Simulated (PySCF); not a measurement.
Assigning NMR signals

Geometry (Å), atoms numbered from 1 in this order:
```xyz
14

F     1.934    1.692   -0.656
C     2.898    1.047   -0.001
F     4.048    1.696   -0.113
C     2.692   -0.088    0.663
F     3.759   -0.675    1.246
P     1.159   -1.069    0.735
P    -0.109    0.447    1.229
C    -1.712   -0.455    1.181
Si   -2.536   -0.294   -0.546
H    -2.368   -0.008    1.930
H    -1.578   -1.506    1.431
H    -2.658    1.126   -0.871
H    -1.682   -0.980   -1.516
H    -3.849   -0.932   -0.453
```

PySCF 2.14 calculation with GFN2-xTB geometry and shielding tensors at PBE0/pcSseg-1 (GIAO); in vacuum, averaged over atoms made equivalent by symmetry, fast rotation or ring inversion, single conformer, relativity neglected.

Referencing at the same level of theory: ¹³C (σref 186.93) and ¹H (σref 31.72) against TMS.

Question: Assign these signals to the numbered atoms. ¹³C{¹H} NMR (computed): δ 169.1, 144.3, 27.2.

Answer: 
| δ (ppm) | atoms | environment | reason |
| --- | --- | --- | --- |
| 169.1 | C2 | fully substituted alkene carbon | – |
| 144.3 | C4 | fully substituted alkene carbon | the olefinic region |
| 27.2 | C8 | sp3 CH2 bonded to P and Si | – |

Question: Assign these signals to the numbered atoms. ¹H NMR (600 MHz, computed): δ 4.09 (m, 3H), 2.91 (m, 2H).

Answer: 
4.09 → H12/H13/H14, hydrogen on a silicon bonded to C
2.91 → H10/H11, hydrogen on an sp3 CH2 bonded to P and Si

Splittings by ¹⁹F and ³¹P in the carbon and heteronuclear signals aren't shown, as no couplings were computed. Shifts are as computed. Against solution values, carbons near 30 ppm lie about +3 ppm off and those near 130 ppm about +5 ppm. Of 1211 compounds with measured shifts, 218 miss one by over three times the rms of a fit or turn the order of signals round; such compounds aren't used in these exercises. No couplings were computed; multiplicities are counted from neighbouring protons, with m where these are inequivalent, close in shift, in a saturated or five-membered ring or joined by F or P, and br s for small geminal =CH2 splittings.
